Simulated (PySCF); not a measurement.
What does the PBE0-D3(BJ)/def2-SVP structure of `C=C(C)CS(=O)(=O)[O-]` look like in three dimensions? (Charge -1.)

```xyz
15
C4H7O3S angstrom
C     -1.5059    0.1623    1.2821
C     -0.7724    0.1377    0.1599
C     -1.1409   -0.7065   -1.0218
C      0.4995    0.9063    0.0413
S      2.0154   -0.1445    0.0166
O      1.9054   -0.9320   -1.2379
O      3.0983    0.8610   -0.0026
O      1.9277   -0.9471    1.2517
H     -1.1939    0.7538    2.1476
H     -2.4158   -0.4383    1.3811
H     -2.0402   -1.3116   -0.8325
H     -0.2803   -1.3493   -1.2713
H     -1.3180   -0.0749   -1.9102
H      0.6501    1.5894    0.8884
H      0.5550    1.4753   -0.9002
```

Any rigid rotation of these coordinates is as good. Atoms count from 1 in this order. C1 (terminal =CH2 carbon) is planar (angles 121.4°, 121.1° and 117.5°, sum 360.0°, 0.01 Å off the plane of its three neighbours). S5 (sulfonyl sulfur) is distorted tetrahedral (angles from 102.4° to 115.1°). The C–C distances run from 1.341 Å (C1=C2, drawn double) to 1.498 Å (C2–C3, drawn single), a spread of 0.157 Å. Of the pairs four or more bonds apart, O6···H12 is among the closest relative to their van der Waals radii: 2.23 Å, 82 % of the sum of Bondi's values.

Bonds between heavy atoms (Å): C1=C2 1.341, C2–C3 1.498, C2–C4 1.491, C4–S5 1.845, S5=O6 1.485, S5=O7 1.478, S5–O8 1.476.

Level of theory: PBE0-D3(BJ)/def2-SVP geometry optimisation, gas phase in PySCF.

Point group: C1 (no symmetry element, even within 0.4 Å). No PBE0-D3(BJ)/def2-SVP frequencies stand behind this structure, so it isn't proved a minimum. Torsions: C1–C2–C4–S5 109°, C2–C4–S5–O6 65°.

One conformer stands for the species.
